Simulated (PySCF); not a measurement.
# How methods differ on the excitation energy of Cd(2+)

Cd(2+) [Kr] 4d10 (1S) → Cd(2+) [Kr] 4d9 5p1 (high-spin determinant), as a difference of total energies. Computed with PySCF 2.14 in aug-cc-pVTZ-PP with ECP28MDF, with a scalar-relativistic core potential. Correlated levels: valence: 4s2 4p6 frozen. The calculations carry no spin-orbit coupling.

```
           method  excitation energy (eV)
              UHF                  16.266
              LDA                  16.588
              PBE                  16.371
             PBE0                  16.592
           r2SCAN                  16.472
           B2PLYP                  16.805
             PW91                  16.375
    MP2 (valence)                  17.482
SCS-MP2 (valence)                  17.452
```

Q: Estimate what r2SCAN0 gives.

A: 16.635 eV, closest to PBE0 among the rows shown.

Q: Estimate what wB97M-V gives.

A: 16.789 eV, closest to B2PLYP among the rows shown.

The determinant of the upper state mixes LS terms, which raises its energy above the lowest term, most at the Hartree-Fock and MP2 levels.
